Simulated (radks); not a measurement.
The numbers below are computed, except where a source is named.
Neutral iridium inside a hard spherical wall (all orbitals vanish at R), configuration held at [Xe] 4f14 5d7 6s2 and not refilled when levels cross. Code: a radial shooting solver on a logarithmic mesh with Libxc functionals. Model: scalar-relativistic Kohn-Sham, LDA (Slater exchange, VWN5 correlation), spin-polarised, spherical densities, point nucleus; open shells are filled with parallel spins first (spin-orbit coupling, left out, can overturn this in heavy ions). Eigenvalues in eV for spin up, with the zero of energy where the potential of the charges vanishes at infinity; a dash marks a level that is unbound or too diffuse for the functional's potential to be trusted. A positive occupied level is held by the wall or, in an anion where self-interaction has pushed it up, behind a barrier. The pressure on the wall is -dE/dV.

[
 {"R (bohr)": "free", "E (hartree)": "-17817.5731", "kinetic (hartree)": "19809.097", "e(4f)": "-62.595", "e(5p)": "-55.584", "e(5d)": "-8.064", "e(6s)": "-6.961", "e(6p, empty)": "-1.484", "e(7s, empty)": "-0.022", "pressure (GPa)": "0"},
 {"R (bohr)": "15", "E (hartree)": "-17817.5731", "kinetic (hartree)": "19809.097", "e(4f)": "-62.595", "e(5p)": "-55.583", "e(5d)": "-8.064", "e(6s)": "-6.961", "e(6p, empty)": "-1.482", "e(7s, empty)": "0.317", "pressure (GPa)": "< 0.0001"},
 {"R (bohr)": "12", "E (hartree)": "-17817.5731", "kinetic (hartree)": "19809.097", "e(4f)": "-62.594", "e(5p)": "-55.583", "e(5d)": "-8.063", "e(6s)": "-6.960", "e(6p, empty)": "-1.465", "e(7s, empty)": "0.760", "pressure (GPa)": "0.000183"},
 {"R (bohr)": "5", "E (hartree)": "-17817.4659", "kinetic (hartree)": "19809.768", "e(4f)": "-60.235", "e(5p)": "-53.329", "e(5d)": "-6.008", "e(6s)": "-4.645", "e(6p, empty)": "3.063", "e(7s, empty)": "20.164", "pressure (GPa)": "14.0"},
 {"R (bohr)": "3.5", "E (hartree)": "-17816.5921", "kinetic (hartree)": "19813.744", "e(4f)": "-51.543", "e(5p)": "-45.652", "e(5d)": "1.383", "e(6s)": "6.223", "e(6p, empty)": "19.134", "e(7s, empty)": "66.484", "pressure (GPa)": "299"},
 {"R (bohr)": "2.5", "E (hartree)": "-17811.8753", "kinetic (hartree)": "19832.276", "e(4f)": "-28.605", "e(5p)": "-26.824", "e(5d)": "23.105", "e(6s)": "47.383", "e(6p, empty)": "72.901", "e(7s, empty)": "191.10", "pressure (GPa)": "4230"},
 {"R (bohr)": "2", "E (hartree)": "-17800.8624", "kinetic (hartree)": "19872.525", "e(4f)": "2.637", "e(5p)": "0.605", "e(5d)": "57.954", "e(6s)": "122.59", "e(6p, empty)": "162.25", "e(7s, empty)": "373.49", "pressure (GPa)": "22900"}
]
